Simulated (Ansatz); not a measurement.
Species: CH3BF2 (charge 0, singlet). 
Structure (B3LYP-D3(BJ)/def2-TZVP (Ansatz, a program for electronic structure) minimum search):
```xyz
7

B      0.0771     0.0120    -0.0053
F      0.7240     1.1667    -0.0994
F      0.8362    -1.0778    -0.0117
C     -1.4736    -0.0795     0.1049
H     -1.9551     0.8969     0.1082
H     -1.7559    -0.6147     1.0156
H     -1.8749    -0.6658    -0.7265
```

CCSD(T) with Ansatz in growing basis sets, 24 correlated electrons. Valence correlation only, unless marked. UHF or UKS for open shells. Spin-orbit coupling is left out. Non-relativistic. Costs are ratios of core time to the smallest set, on shared machines of one kind, and rough; they hold the program's checks for lower states.

```
basis        functions  cost over smallest  E(corr) (Eh)  electronic atomisation energy (kcal/mol)
-----------  ---------  ------------------  ------------  ----------------------------------------
aug-cc-pVDZ        119                  1×       -0.6762                                     668.1
aug-cc-pVTZ        253                 10×             ?                                         ?
```

Task: What does the step to aug-cc-pVTZ buy, and how does its cost grow by formal scaling?

Result: Formally CCSD grows as o²v⁴ and (T) as o³v⁴; with o = 12 and v going from 103 to 237 both grow 28-fold in the last step, while integrals and the mean field grow more slowly. That step adds 156.2 mEh of correlation energy and 36.2 kcal/mol to the atomisation energy. Row: E(corr) (Eh) -0.8325, electronic atomisation energy (kcal/mol) 704.3.
